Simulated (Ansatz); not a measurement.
Geometry optimisation of SbH₂I⁺.

```yaml
crystal:
  periodic: [false, false, false]
  atoms:
    - {symbol: Sb, position_ang: [0.099291, 0.182420, 0.843254]}
    - {symbol: H, position_ang: [1.526794, 0.191687, -0.103335]}
    - {symbol: H, position_ang: [-0.545731, 1.436717, -0.128634]}
    - {symbol: I, position_ang: [-1.080353, -1.810824, -0.611285]}
basis:
  gaussian: {orbitals: def2-TZVP}
total_charge: 1
magnetization: {spin_polarized: true, initial_magnetization: 1}
hamiltonian: {xc: r2scan, dispersion: d4}
scf: {lower_state_search: "off"}
output: {orbitals: {seedname: orbitals}}
relax: {f_tol: 0.02, max_steps: 100}
```

```sh
$ ansatz run in.yaml --threads 4 --pin off --events-out ev --progress --plain --max-ram 3916MiB
```

Shortened log:

```
Functional definition: r2SCAN
mean field -14668.56978028 eV, -539.0599967114 hartree, gradient 5.2e-6 eV, S^2 0.756644; 0 other end points of the search recorded, 0 dependent functions left out
relax step   1: F+E_penalty+E_count = -14668.58556465 eV  Δ(F+E_penalty+E_count) = +0.000e0 eV  max|allowed force component| = 8.112e-1 eV/Å  Δτ_max = 0.0000 Å  (21 SCF iters, accepted)
mean field -14668.65709710 eV, -539.0632055456 hartree, gradient 1.3e-6 eV, S^2 0.757291; 0 other end points of the search recorded, 0 dependent functions left out
relax step   2: F+E_penalty+E_count = -14668.67278233 eV  Δ(F+E_penalty+E_count) = -8.722e-2 eV  max|allowed force component| = 3.647e-1 eV/Å  Δτ_max = 0.1950 Å  (30 SCF iters, accepted)
mean field -14668.66984754 eV, -539.0636741156 hartree, gradient 2.0e-6 eV, S^2 0.756984; 0 other end points of the search recorded, 0 dependent functions left out
relax step   3: F+E_penalty+E_count = -14668.68557260 eV  Δ(F+E_penalty+E_count) = -1.279e-2 eV  max|allowed force component| = 5.320e-1 eV/Å  Δτ_max = 0.0544 Å  (29 SCF iters, accepted)
mean field -14668.69515817 eV, -539.0646042641 hartree, gradient 2.0e-6 eV, S^2 0.757456; 0 other end points of the search recorded, 0 dependent functions left out
relax step   4: F+E_penalty+E_count = -14668.71082268 eV  Δ(F+E_penalty+E_count) = -2.525e-2 eV  max|allowed force component| = 6.582e-2 eV/Å  Δτ_max = 0.0631 Å  (24 SCF iters, accepted)
mean field -14668.69700030 eV, -539.0646719613 hartree, gradient 2.9e-6 eV, S^2 0.757511; 0 other end points of the search recorded, 0 dependent functions left out
relax step   5: F+E_penalty+E_count = -14668.71262724 eV  Δ(F+E_penalty+E_count) = -1.805e-3 eV  max|allowed force component| = 9.641e-2 eV/Å  Δτ_max = 0.0420 Å  (24 SCF iters, accepted)
mean field -14668.69766510 eV, -539.0646963919 hartree, gradient 1.7e-6 eV, S^2 0.757559; 0 other end points of the search recorded, 0 dependent functions left out
relax step   6: F+E_penalty+E_count = -14668.71329405 eV  Δ(F+E_penalty+E_count) = -6.668e-4 eV  max|allowed force component| = 7.114e-3 eV/Å  Δτ_max = 0.0117 Å  (26 SCF iters, accepted)
Total energy: -14668.71330903 eV, -539.0652712959 hartree
Atom 0 at     0.092351     0.166691     0.637733 Å, force    -0.004217    -0.006922     0.004855 eV/Å
Atom 1 at     1.653924     0.150093    -0.021845 Å, force     0.006845     0.002336    -0.002389 eV/Å
Atom 2 at    -0.643595     1.530284    -0.049890 Å, force    -0.001108     0.007114    -0.002486 eV/Å
Atom 3 at    -1.102678    -1.847067    -0.565999 Å, force    -0.001519    -0.002528     0.000020 eV/Å
Dipole moment:     0.278190     0.466676     0.176637 e Å
Checks for a lower state left out: stability, starts, cluster_reference, orbital_swaps, neighbouring_geometries, increment
```

Run time 8.5 s (4 threads of Arm Neoverse V2 on a shared host).

In the def2 sets I, Sb take a core potential; there is no spin–orbit coupling. The relaxation made no stability test and no search for a lower SCF solution.
